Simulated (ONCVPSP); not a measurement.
An all-electron radial function and its pseudo partner (Se (Z = 34))

Columns: radius, all-electron u(r) and pseudo u(r) of the 3d shell (level -54.71 eV) of selenium in the configuration [Ne] 3s2 3p6 3d10 4s1 4p5; PBEsol, scalar-relativistic, ONCV scheme, ONCVPSP 4.0.1.

```json
{"r (bohr)": "0.055", "all-electron": "0.0571", "pseudo": "0.0158"}
{"r (bohr)": "0.110", "all-electron": "0.2618", "pseudo": "0.1152"}
{"r (bohr)": "0.165", "all-electron": "0.5353", "pseudo": "0.3368"}
{"r (bohr)": "0.220", "all-electron": "0.7954", "pseudo": "0.6433"}
{"r (bohr)": "0.275", "all-electron": "1.0010", "pseudo": "0.9506"}
{"r (bohr)": "0.330", "all-electron": "1.1416", "pseudo": "1.1863"}
{"r (bohr)": "0.385", "all-electron": "1.2212", "pseudo": "1.3078"}
{"r (bohr)": "0.440", "all-electron": "1.2505", "pseudo": "1.3155"}
{"r (bohr)": "0.495", "all-electron": "1.2416", "pseudo": "1.2633"}
{"r (bohr)": "0.550", "all-electron": "1.2058", "pseudo": "1.2075"}
{"r (bohr)": "0.605", "all-electron": "1.1523", "pseudo": "1.1523"}
{"r (bohr)": "0.660", "all-electron": "1.0877", "pseudo": "1.0877"}
{"r (bohr)": "0.715", "all-electron": "1.0172", "pseudo": "1.0172"}
{"r (bohr)": "0.770", "all-electron": "0.9443", "pseudo": "0.9443"}
{"r (bohr)": "0.825", "all-electron": "0.8715", "pseudo": "0.8715"}
{"r (bohr)": "0.880", "all-electron": "0.8005", "pseudo": "0.8005"}
{"r (bohr)": "0.935", "all-electron": "0.7325", "pseudo": "0.7325"}
{"r (bohr)": "0.990", "all-electron": "0.6681", "pseudo": "0.6681"}
{"r (bohr)": "1.045", "all-electron": "0.6078", "pseudo": "0.6079"}
{"r (bohr)": "1.100", "all-electron": "0.5518", "pseudo": "0.5518"}
{"r (bohr)": "1.155", "all-electron": "0.5001", "pseudo": "0.5001"}
{"r (bohr)": "1.210", "all-electron": "0.4525", "pseudo": "0.4525"}
{"r (bohr)": "1.265", "all-electron": "0.4090", "pseudo": "0.4090"}
{"r (bohr)": "1.320", "all-electron": "0.3693", "pseudo": "0.3693"}
{"r (bohr)": "1.375", "all-electron": "0.3331", "pseudo": "0.3331"}
{"r (bohr)": "1.430", "all-electron": "0.3002", "pseudo": "0.3002"}
```

How many radial nodes do the two functions have?

The all-electron 3d function has n − l − 1 = 0; the pseudo-wave has 0.

At about which radius was the pseudo-wave matched?

0.60 bohr, where the columns begin to agree (steps of 0.06 bohr).

Where does each function peak?

Outermost all-electron maximum near 0.44 bohr, pseudo maximum near 0.44 bohr (to the table’s step).

Is the pseudo-wave norm-conserving?

Yes: the ONCV scheme keeps the norm inside the radius equal to the all-electron one, which fixes the energy derivative of the logarithmic derivative at the level.
